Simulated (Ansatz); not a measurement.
Zr₃O₆⁻ (the lowest doublet isomer of a short search) was relaxed with PBE-D4 (def2-SVP) in Ansatz in these states: charge -1 doublet, charge -1 quartet. The geometries follow in no particular order.

In the def2 sets Zr takes a core potential; there is no spin–orbit coupling.

A:

```
atom    x (Å)    y (Å)    z (Å)
 Zr1   0.5123  -1.9622   0.2294
 Zr2  -1.3437   0.7935   1.3122
 Zr3   0.0759   0.7908  -1.8773
  O4  -0.6747   1.7722  -0.3015
  O5   0.8059   1.7932  -3.1782
  O6   1.6205  -3.2878   0.7238
  O7  -1.8190   1.7983   2.7244
  O8   1.0869  -0.8500  -1.3331
  O9  -0.2641  -0.8479   1.7004
```

B:

```xyz
9

Zr    1.161   -1.473   -1.004
Zr   -1.240   -0.545    1.474
Zr   -0.618    1.594   -0.989
O    -0.810    1.344    0.975
O    -0.598    3.317   -1.600
O     3.002   -1.949   -0.967
O    -1.780   -0.855    3.171
O     0.752    0.336   -1.730
O     0.132   -1.769    0.671
```

Problem. Judge from the bond lengths which geometry belongs to which state (an estimate).

Solution. A is the charge -1 doublet (Zr2–Zr3 3.491 Å, Zr1–O6 1.797 Å, Zr1–Zr2 3.494 Å); B is the charge -1 quartet (Zr2–Zr3 3.321 Å, Zr1–O6 1.902 Å, Zr1–Zr2 3.573 Å).

At PBE-D4/def2-SVP the gap within one spin of the charge -1 quartet nearly closes, so an electron or hole may be smeared out by delocalisation error. At PBE0-D4/def2-TZVPD a doublet lies 2.64 eV below the charge -1 quartet. These are the stationary points nearest to one start from a short search; other shapes may lie lower in each state.
